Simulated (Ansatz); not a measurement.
Species: C6H8Si2, SMILES `C1=CC2=C(C=C[SiH2]2)[SiH2]1` with one electron removed (charge 1, multiplicity 2).

Task: Give a relaxed geometry from PBE-D3(BJ)/def2-SVP in Ansatz (a quantum-chemistry and plane-wave program).

Result: the end point of this relaxation (outside a Z-matrix the atoms follow the SMILES, hydrogens last).
Z-matrix (Å, degrees):
```
C
C 1 1.4301
C 2 1.4328 1 116.06
C 3 1.3948 2 116.39 1 -0.02
H 4 1.1023 3 121.08 2 -180.00
H 3 1.1029 4 122.43 5 0.00
C 1 1.4328 2 116.06 3 -179.97
C 7 1.3948 1 116.39 2 -0.03
H 8 1.1023 7 121.08 1 -180.00
H 7 1.1029 8 122.43 9 0.00
Si 8 1.8990 9 129.12 7 -179.99
H 11 1.4972 8 113.31 9 -65.42
H 11 1.4972 12 113.33 2 129.36
Si 4 1.8990 5 129.12 3 -179.99
H 14 1.4972 4 113.31 5 -65.42
H 14 1.4972 15 113.33 1 129.36
```
